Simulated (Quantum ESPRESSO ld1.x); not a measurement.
Initial-state core-level shifts of neutral promethium when its valence configuration changes from [Xe] 4f5 6s2. Method: scalar-relativistic Kohn-Sham, LDA (Slater exchange, Perdew-Wang correlation), spin-polarised, spherical densities, point nucleus; open shells are filled with parallel spins first; computed with ld1.x of Quantum ESPRESSO 7.5. Shifts are changes of the shell-averaged eigenvalues in eV (positive: less bound).

| valence | 1s | 2p | 3s | 5s |
|---|---|---|---|---|
| 4f5 5d1 6s1 | +1.224 | +1.261 | +1.190 | +1.449 |
| 4f5 5d0.5 6s1.5 | +0.650 | +0.671 | +0.634 | +0.764 |
| 4f5 6p2 | -2.265 | -2.252 | -2.235 | -2.287 |
| 4f5 6s1 6p1 | -1.112 | -1.112 | -1.113 | -1.100 |
| 4f5.5 6s1.5 | +3.049 | +3.238 | +3.558 | +2.217 |
| 4f4 6s2 6p1 | -9.553 | -10.112 | -11.076 | -6.649 |
| 4f4 5d1 6s2 | -6.358 | -6.834 | -7.860 | -3.437 |
